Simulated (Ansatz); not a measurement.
Frontier orbitals of `C[O][Ge]([OH])([O]C)[O]C`.

```
atom    x (Å)    y (Å)    z (Å)
  C1   1.9380  -0.7101   0.8054
  O2   1.3280   0.4445   0.2636
 Ge3  -0.3566   0.3574  -0.2183
  O4  -0.6686   1.9815  -0.8137
  O5  -0.6549  -0.8874  -1.4170
  C6   0.0601  -0.8476  -2.6366
  O7  -1.4145  -0.1107   1.0998
  C8  -1.4261   0.6712   2.2782
  H9   2.9720  -0.4544   1.0437
 H10   1.4422  -1.0443   1.7238
 H11   1.9413  -1.5446   0.0951
 H12  -1.5730   2.0836  -1.1206
 H13  -0.2609  -1.7035  -3.2332
 H14   1.1424  -0.9190  -2.4805
 H15  -0.1457   0.0678  -3.2022
 H16  -1.7463   1.7006   2.0834
 H17  -2.1352   0.2123   2.9695
 H18  -0.4422   0.7027   2.7597
```

Total charge 0; spin multiplicity 1. Correlated methods include outer-core shells of Ge, which these sets cover unevenly. Scalar relativity is left out up to krypton. The structure was optimised at the PBE0-D4/def2-TZVP level. It is one conformer, not always the lowest. Basis def2-TZVPP, Ansatz 0.2.0.

Orbital energies of one run (eV). Highest occupied ones, from the top: -8.13, -8.25, -8.29, -8.66, -8.89, -9.67, -9.80, -10.93, -12.02, -12.25, -12.30, -12.50, -12.59, -12.80. Empty: 0.04, 1.35, 1.59, 1.72, 2.09, 2.71.

Task: Which functional gave them?
A. HSE06 (plane-wave form)
B. PBE
C. revPBE
D. PBE0

Result: D. HOMO energies: PBE0 -8.13, revPBE -6.42, PBE -6.48, HSE06 -7.73 eV.
